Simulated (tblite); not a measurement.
Dimethyl-2-pentylamine, C7H17N.
Numbering: `[CH3:1][CH2:2][CH2:3][C@H:4]([CH3:5])[N:6]([CH3:7])[CH3:8]` (hydrogens: H9, H10, H11 on C1; H12, H13 on C2; H14, H15 on C3; H16 on C4; H17, H18, H19 on C5; H20, H21, H22 on C7; H23, H24, H25 on C8)

Structure used (GFN2-xTB), in Å, numbered top down from 1:
```
atom  x, y, z in Å
C1     3.0758    0.5549   -1.0385
C2     1.8894    0.4589   -0.0874
C3     0.9024   -0.6209   -0.5224
C4    -0.3017   -0.7222    0.4246
C5    -1.2498   -1.8411   -0.0319
N6    -0.9341    0.5809    0.5921
C7    -1.7003    0.7036    1.8110
C8    -1.6925    1.0513   -0.5461
H9     3.6122   -0.3914   -1.0775
H10    2.7403    0.7984   -2.0444
H11    3.7687    1.3275   -0.7130
H12    2.2476    0.2323    0.9189
H13    1.3676    1.4153   -0.0442
H14    0.5641   -0.4135   -1.5393
H15    1.4062   -1.5901   -0.5394
H16    0.0868   -0.9894    1.4149
H17   -2.1240   -1.8903    0.6140
H18   -1.5792   -1.6740   -1.0545
H19   -0.7400   -2.8002    0.0113
H20   -2.6339    0.1185    1.8059
H21   -1.9612    1.7527    1.9527
H22   -1.0944    0.3826    2.6571
H23   -1.1045    0.9419   -1.4534
H24   -2.6511    0.5267   -0.6781
H25   -1.9053    2.1115   -0.4041
```

All values are computed: GFN2-xTB (tblite) harmonic vibrations without scaling, gas phase. Against measured fundamentals such values can be off by several per cent, at times by over 20. One conformer, not necessarily the lowest.

Harmonic wavenumbers (cm⁻¹): 57.3, 70.4, 100.5, 163.1, 199.1, 210.4, 231.3, 239.0, 263.6, 310.0, 337.4, 375.5, 432.7, 513.5, 547.1, 769.8, 806.3, 895.5, 916.9, 964.1, 993.0, 1024.0, 1044.5, 1058.2, 1078.0, 1099.6, 1116.7, 1129.4, 1151.0, 1164.0, 1215.6, 1241.5, 1267.1, 1272.7, 1289.4, 1318.7, 1361.0, 1366.3, 1399.7, 1412.4, 1415.7, 1427.0, 1483.4, 1488.4, 1491.8, 1499.6, 1500.8, 1502.5, 1506.7, 1508.6, 1510.1, 1514.3, 2836.1, 2852.8, 2913.4, 2962.9, 2977.9, 2983.4, 2992.4, 2997.9, 3004.1, 3013.4, 3025.9, 3028.2, 3030.0, 3035.9, 3036.1, 3042.5, 3043.3.

A = 2913, B = 1157, C = 1023 MHz; mass 115.136 u (most abundant isotopes); point group C1, symmetry number 1.

Problem. What is the zero-point energy?

Solution. ½Σν̃ = 50516 cm⁻¹ = 144.43 kcal/mol.

Problem. What is S at 400 K and 1 bar for an ideal gas of classical rigid rotors and harmonic oscillators?

Solution. Translation 41.62, rotation 29.80, vibration 43.23: S = 114.7 cal/(mol K).

Problem. And Cp and H(400 K) − H(0)?

Solution. Cp = 53.48 cal/(mol K), of which vibrations give 45.53 (their classical limit is 69 R = 137.1); H(400 K) − H(0) = 12.29 kcal/mol without the zero-point energy, 9.11 from vibrations.

Problem. What must be added to the electronic energy to get the Gibbs energy at 400 K and 1 bar?

Solution. ZPE + [H(400 K) − H(0)] − T·S = 144.43 + 12.29 − 45.86 = 110.86 kcal/mol.

Problem. Blend soft modes into free rotors: weight 1/[1 + (100 cm⁻¹/ν̃)⁴] for the oscillator and the rest for a rotor with moment μB/(μ + B), μ = h/(8π²ν), B = 10⁻⁴⁴ kg m². What vibrational entropy results?

Solution. 40.45 cal/(mol K) in place of 43.23, which changes −T·S at 400 K by +1.11 kcal/mol.

Problem. How do the functions run with temperature in this model?

Solution. 
```
 T (K)  S (cal/(mol K))  Cp (cal/(mol K))  H − H(0) (kcal/mol)  G − H(0) (kcal/mol)  ln q(vib)
   150             78.4              26.1                 2.50                -9.26       3.05
   250             94.0              36.0                 5.60               -17.91       5.98
298.15            100.8              41.3                 7.46               -22.60       7.37
   600            140.5              74.8                25.20               -59.12      16.02
   900            175.4              96.9                51.21              -106.64      24.44
```

q(vib) and H(0) count from the zero-point level.

Hindered rotation and anharmonicity are outside this model. Other conformers, if any are populated, would add a mixing term that is left out. The structure is chiral; the term R ln 2 for an equal mix with its mirror image is left out.
